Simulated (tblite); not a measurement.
Input of a run (GFN2-xTB geometry optimisation, gas phase (tblite 0.8.0)), started from a force field or distance geometry:
```
{"job": {"kind": "relax", "xc": "GFN2-xTB", "basis": "xTB"}, "charge": 0, "multiplicity": 1}
C      4.667200     0.462600    -0.861500
C      3.743900    -0.164500    -0.409500
Si     2.339800    -1.151000     0.324200
C      0.713000    -0.778600    -0.617800
C     -0.248500    -0.250600     0.182800
C     -1.583500     0.114500    -0.334000
N     -2.503700     0.622700     0.403000
C     -3.731400     0.901300    -0.321700
Si     0.246200     0.003400     1.972500
O      1.841400    -0.601800     1.873300
H      5.464000     1.029200    -1.266500
H      2.572400    -2.610900     0.353100
H      0.645400    -1.012100    -1.652800
H     -1.736300    -0.076400    -1.411800
H     -3.572100     1.628800    -1.128700
H     -4.474800     1.329200     0.373300
H     -4.167000    -0.017700    -0.737900
H     -0.527300    -0.859700     2.905000
H      0.301300     1.440800     2.363900
```

Output (eV, eV/Å):
```
step      E/eV     max force
  0    -757.37003    1.666
  1    -757.50251    1.056
  2    -757.55164    0.626
  3    -757.57667    1.157
  4    -757.59150    1.115
  5    -757.61505    0.378
  6    -757.63020    0.316
  7    -757.64227    0.357
  8    -757.65496    0.295
  9    -757.66532    0.225
 10    -757.67115    0.148
 11    -757.67413    0.120
 12    -757.67570    0.084
 13    -757.67688    0.077
 14    -757.67806    0.087
 15    -757.67936    0.112
 16    -757.68067    0.097
 17    -757.68183    0.092
 18    -757.68281    0.089
 19    -757.68367    0.083
 20    -757.68440    0.079
 21    -757.68498    0.051
 22    -757.68544    0.052
 23    -757.68588    0.047
 24    -757.68637    0.064
 25    -757.68694    0.071
 26    -757.68756    0.058
 27    -757.68823    0.076
 28    -757.68890    0.074
 29    -757.68957    0.073
 30    -757.69024    0.079
 31    -757.69103    0.063
 32    -757.69200    0.069
 33    -757.69304    0.065
 34    -757.69389    0.060
 35    -757.69448    0.061
 36    -757.69497    0.056
 37    -757.69551    0.071
 38    -757.69610    0.063
 39    -757.69653    0.040
 40    -757.69679    0.036
 41    -757.69697    0.043
 42    -757.69717    0.044
 43    -757.69738    0.032
 44    -757.69751    0.028
 45    -757.69758    0.019
 46    -757.69765    0.021
 47    -757.69772    0.023
 48    -757.69780    0.017
 49    -757.69785    0.014
 50    -757.69788    0.011
 51    -757.69791    0.015
 52    -757.69797    0.021
 53    -757.69806    0.024
 54    -757.69815    0.023
 55    -757.69822    0.020
 56    -757.69828    0.025
 57    -757.69836    0.024
 58    -757.69846    0.024
 59    -757.69853    0.018
 60    -757.69857    0.014
 61    -757.69860    0.013
 62    -757.69864    0.015
 63    -757.69867    0.015
 64    -757.69870    0.010
```

Q: Summarise the run.

A: The energy falls by 0.329 eV over 64 L-BFGS steps, the largest force on an atom goes from 1.67 to 0.010 eV/Å, and the atoms move by 0.154 Å rms after alignment. The bond that changes most is Si3–O10 (oxygen-bound silicon to siloxane oxygen), which shortens by 0.075 Å. Bonds longer at the end by more than 0.005 Å: 2 of 19; shorter: 13. Among the angles that change most is C6–N7–C8, from 113.3° to 120.5°. The energy never rose by more than 1e-5 eV on the way. The first step brought 40 % of the lowering.

Q: What are the final bond lengths?

A: C1≡C2 1.202 Å, C2–Si3 1.851 Å, Si3–C4 1.887 Å, C4=C5 1.344 Å, C5–C6 1.441 Å, C6=N7 1.264 Å, N7–C8 1.434 Å, C5–Si9 1.896 Å, Si9–O10 1.647 Å, Si3–O10 1.642 Å, C1–H11 1.053 Å, Si3–H12 1.459 Å, C4–H13 1.082 Å, C6–H14 1.103 Å, C8–H15 1.094 Å, C8–H16 1.089 Å, C8–H17 1.094 Å, Si9–H18 1.456 Å, Si9–H19 1.456 Å. Numbering counts from 1 in the input's order; the species is `C#C[Si@@H]1C=C(/C=N/C)[SiH2]O1`.

The run took 1.1 s wall on one thread of an Arm Neoverse N1, no GPU, shared host with 64 logical CPUs at a one-minute load of 59.

GFN2-xTB frequencies show an imaginary mode (194i cm⁻¹), so the point is no minimum at that level. 2 starts were optimised and ended at 0.00 and 0.22 kcal/mol (GFN2-xTB); the lowest of these is shown.

The values belong to the conformer `[CH:1]#[C:2][Si@@H:3]1[CH:4]=[C:5](/[CH:6]=[N:7]/[CH3:8])[SiH2:9][O:10]1`: C4–C5–C6–N7 178°.

The numbers are calculated, not measured.
